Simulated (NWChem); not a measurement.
System: CH6BrNSi; SMILES N[SiH](C)Br

```xyz
10

Si    -0.0500    -0.8956    -0.3985
C      1.4231    -1.8213     0.2697
N     -1.5041    -1.6327     0.1477
Br     0.1885     1.2608     0.2525
H     -0.1059    -0.8408    -1.8841
H      1.3869    -2.8749    -0.0480
H      1.4368    -1.7869     1.3702
H      2.3596    -1.3719    -0.0920
H     -1.6128    -1.8467     1.1340
H     -2.3888    -1.3287    -0.2457
```
Atoms are numbered in this order, from 1.

Program: NWChem. Pople sets run with spherical d functions. Geometry: optimised at PBE0/def2-SVP. Level: M05-2X/6-31G* with SMD (1 M gas to 1 M solution), gas-phase geometry. Reactions with the solvent are ignored.

For solvent toluene:

| Property | Result |
|---|---|
| solvation free energy (kcal/mol) | -4.8 |
| dipole in solution (D) | 2.92 |

### Question
What are these values for solvent 1-octanol?

### Answer
The solvation free energy (kcal/mol) comes out as -6.1 and the dipole in solution (D) is 3.11.
